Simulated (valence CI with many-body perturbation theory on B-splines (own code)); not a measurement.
# Xe48+ in brief

Computed by relativistic CI+MBPT: four valence electrons over a frozen Dirac-Fock core [He], a basis of 11 s, 11 p, 10 d, 8 f, 5 g, 2 h functions for each j, with the one-electron correlation potential Σ1 (screened to all orders), the two-electron term Σ2, the three-electron term Σ3, Breit, model QED; selected single and double excitations, second order for the rest, scaled by the run's own slope (own B-spline code, finite nucleus).

No measured spectrum was set against this ion. As an estimate, large intervals hold to a few tenths of a per cent, small ones and those within an open d or f shell to about a per cent. Among the levels kept, up to 880 cm⁻¹ of a level comes from second order outside the variational space, and about a tenth of that is noise between levels of different J, which matters for small intervals.

Levels are named by their leading jj configuration (3d3/2^4 stands for four electrons in 3d with j = 3/2), which in mixed levels can hold well under half, so a name can repeat and another be missing.

Rates and lifetimes use the calculated energies. Strong lines usually hold to 10 to 20 %, long lifetimes can be off by a factor of two.

(1) What is the ground level?

(2) How well does LS coupling describe the low levels?

(3) Name the longest-lived excited levels whose lifetime is computed, and their main decay.

(4) What is the ionisation energy?

(5) Where does the other parity begin?

Results:

(1) (2s^2 2p1/2^2) J=0, composition 71 % 2s2 2p2 3P + 29 % 2s2 2p2 1S.

(2) Among the lowest 20 levels the leading LS term, summed over configurations, holds 66 % on average. For single configurations the figures are 66 % in LS and 99 % in jj coupling. Terms mix most in the J = 1 level at 42.57 Ry, where the leading one holds 36 %.

(3) (2s^2 2p1/2 2p3/2) J=2 at 25.59 Ry lives 2.95 μs, mostly by E2 to (2s^2 2p1/2^2) J=0; (2s^2 2p1/2 2p3/2) J=1 at 24.44 Ry lives 4.14 ns, mostly by M1 to (2s^2 2p1/2^2) J=0.

(4) 8972.4 eV; NIST lists 8971 ± 4 eV (theoretical).

(5) At (2s 2p1/2^2 2p3/2) J=2, 38.10 Ry.
